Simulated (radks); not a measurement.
Spherical quantum dot in the effective-mass picture: electrons in a parabolic well V = omega^2 r^2 / 2 with omega = 0.165, all in effective atomic units (hartree* = m*/eps^2 hartree, bohr* = eps/m* bohr), one dielectric constant everywhere. Method: non-relativistic Kohn-Sham, PBE, spin-polarised, spherical densities; computed with a radial shooting solver with Libxc functionals. Levels are named by radial order and angular momentum (1s, 1p, 1d, 2s, ...), and open shells are averaged over m. Results are scaled to m* = 0.177 and eps = 8.5, for which hartree* = 66.66 meV and bohr* = 2.541 nm. Each electron was tried in the lowest free levels, single moves between levels near the top were tried too, and the lowest total energy was kept; such a search can miss a lower state. The series stops at N = 7: beyond it a trial failed or the search could not be trusted, so later rows were left out. At N = 1 the Hartree and exchange-correlation terms need not cancel, so that row can carry a self-interaction error.

| N | open shells | 2S | E (meV) | addition energy mu(N+1) - mu(N) (meV) | e(HOMO) (meV) |
|---|---|---|---|---|---|
| 1 | 1s(up 1, down 0) | 1 | 16.4209 | 18.15 | 23.992 |
| 2 | none | 0 | 50.9895 | 20.21 | 41.060 |
| 3 | 1p(up 1, down 0) | 1 | 105.768 | 11.17 | 60.345 |
| 4 | 1p(up 2, down 0) | 2 | 171.720 | 11.03 | 71.521 |
| 5 | 1p(up 3, down 0) | 3 | 248.697 | 13.23 | 82.370 |
| 6 | 1p(up 3, down 1) | 2 | 338.907 | 9.474 | 94.914 |
| 7 | 1p(up 3, down 2) | 1 | 438.591 | - | 104.45 |

All shells are closed at N = 2 (there: 1s2); the second difference of the energy has clear peaks (12 % above both neighbours; the first and last values, which can be the largest, are not judged, and half-filled shells can peak too) at N = 5.
